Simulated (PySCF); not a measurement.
**Excitation energy of In⁺ by level of theory**

In⁺ [Kr] 4d10 5s2 (1S) → In⁺ [Kr] 4d10 5s1 5p1, s spin flipped, as a difference of total energies. Computed with PySCF 2.14 in dyall-av2z, with the non-relativistic Hamiltonian (point nucleus). Correlated levels: valence: [Kr] 4d10 frozen; virtual orbitals above 40 to 60 times the deepest correlated orbital energy dropped. The calculations carry no spin-orbit coupling.

| method | excitation energy (eV) |
| --- | --- |
| UHF | 5.310 |
| LDA | 5.867 |
| PBE | 5.672 |
| PBE0 | 5.621 |
| r2SCAN | 5.563 |
| M06 | 5.884 |
| HSE06 | 5.634 |
| CAM-B3LYP | 5.768 |
| MP2 (valence) | 5.421 |
| SCS-MP2 (valence) | 5.443 |

Q: How much does correlation contribute at MP2 (valence)?

A: 5.421 − (5.310) = 0.111 eV, measured against UHF.

The upper determinant mixes two multiplicities, so it lies between the two terms.
